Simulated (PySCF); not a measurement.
Ge(Me)2(Et)(OMe), SMILES [CH2]([Ge]([O]C)([CH3])[CH3])C at its GFN2-xTB optimised geometry (Å):

```
21

C     -1.2833    -2.5512    -1.9702
C     -1.4938    -1.0677    -1.7040
Ge    -0.6654    -0.4353     0.0000
C      1.3359    -0.4353     0.0000
C     -1.3638    -1.3409     1.6422
O     -1.2359     1.2661     0.0000
C     -0.9369     2.2254     0.9813
H     -1.7501    -2.8434    -2.9097
H     -1.7179    -3.1505    -1.1729
H     -0.2223    -2.7853    -2.0297
H     -2.5591    -0.8427    -1.6626
H     -1.0772    -0.4797    -2.5216
H      1.7107     0.1749    -0.8165
H      1.7174    -1.4439    -0.1179
H      1.7179    -0.0344     0.9350
H     -2.4396    -1.2102     1.7135
H     -1.1447    -2.4029     1.6139
H     -0.9048    -0.9229     2.5341
H      0.1380     2.4157     1.0484
H     -1.2990     1.9233     1.9680
H     -1.4393     3.1505     0.6920
```

Method: PBE0/def2-SVP (PySCF 2.14.0). Cells within 0.4 Å of a nucleus heavier than hydrogen are left out (blank, or x).

Map of the electrostatic potential (hartree/e), clipped to [-0.08, 0.12] on the plane z = 1.0 Å:

```
|111122222222222222222222222|
|111112222222222222222222222|
|111111222222222222222222222|
|111111222332222222222222222|
|111111224774222222222222222|
|111111126999433222222222222|
|111111126999999532222222222|
|11111111599x999832222222222|
|1111110159xx999732222222222|
|111110003999996322222222222|
|111110000599953322222222222|
|111110000268754345432222222|
|111111101379995499942222222|
|111111113699997699952222222|
|222222234999998799942222222|
|222223457999996677422222222|
|222223579999985443222222222|
|222222358999753333222222222|
|222222234899433222222222222|
|222222223599432222222222222|
|222222222465432222222222222|
|222222222333332222222222222|
|222222222233222222222222222|
|222222222222222222222222222|
|222222222222222222222222222|
|222222222222222222222222222|
|222222222222222222222222222|
```
Scale: ten equal steps from -0.033 (start of '0') to 0.120 (end of '9'), in the order '0123456789'; x runs from -5.50 to 5.50, y from -5.50 (bottom) to 5.50 (top).
